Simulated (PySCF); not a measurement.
PySCF input file for HO3S, SMILES O=[S](O)=O, multiplicity 2, B3LYP/pcH-1. Geometry: B3LYP-D3(BJ)/def2-SVP. The isomer is the one that the SMILES or the coordinates give; other isomers of the formula were not compared. One conformer was computed; it need not be the lowest.

```python
import numpy as np
from pyscf import gto, scf, dft
from pyscf.prop.hfc import uks as hfc
from pyscf.prop.gtensor import uks as gtensor

mol = gto.M(
    atom='''
    O    -0.36145854    1.41851382    0.11588808
    S    -0.15441550    0.00517853   -0.26570604
    O    -0.97910963   -1.09052039    0.26286103
    O     1.40768739   -0.39188306    0.13957591
    H     1.93369422    0.42826062    0.10469647
    ''',
    basis='pcH-1',
    charge=0,
    spin=1,
    max_memory=1600,
    verbose=3,
)
mf = dft.UKS(mol, xc='b3lyp')
mf.grids.level = 3
mf.conv_tol = 1e-10
mf.max_cycle = 100
mf.kernel()
fine, coarse = mf.grids, dft.Grids(mol).set(level=1).build(with_non0tab=True)
for _ in range(3):  # follow internal instabilities
    mf.grids = coarse
    mo, _, stable, _ = mf.stability(return_status=True, nroots=4)
    mf.grids = fine
    if stable:
        break
    mf.kernel(mf.make_rdm1(mo, mf.mo_occ))
A = hfc.HFC(mf).make_fcdip(mf.make_rdm1())  # Fermi contact and dipolar terms, MHz
print('atom   A(iso)/MHz   principal dipolar parts/MHz')
for i, a in enumerate(A):
    w = np.linalg.eigvalsh((a + a.T) / 2)
    print(f'{mol.atom_symbol(i):2s}{i + 1:3d} {w.mean():12.2f}', (w - w.mean()).round(2))
gt = gtensor.GTensor(mf)
gt.dia_soc2e, gt.para_soc2e, gt.so_eff_charge = None, None, True
gt.max_cycle_cphf = 60
g = gt.kernel()
```

It prints:

```

WARN: HOMO -0.26747504996024 >= LUMO -0.267475049960254

converged SCF energy = -624.375898035782  <S^2> = 0.75514287  2S+1 = 2.0051363
<class 'pyscf.dft.uks.UKS'> wavefunction is stable in the internal stability analysis
atom   A(iso)/MHz   principal dipolar parts/MHz
O   1       -13.44 [-95.28  46.63  48.66]
S   2       298.34 [-33.17 -31.58  64.75]
O   3       -13.00 [-98.68  48.77  49.92]
O   4       -38.01 [-51.41  24.87  26.54]
H   5        -9.59 [-12.49  -3.1   15.59]
SOC(1e)/OZ [0.00688439 0.00069539 0.00022604]
free electron g 2.00231930436182
g-tensor total [2.00909646 2.00284377 2.00219648]
g-shift (ppt) [ 6.77715653  0.52446204 -0.12282742]
```

Self-consistency was reached.
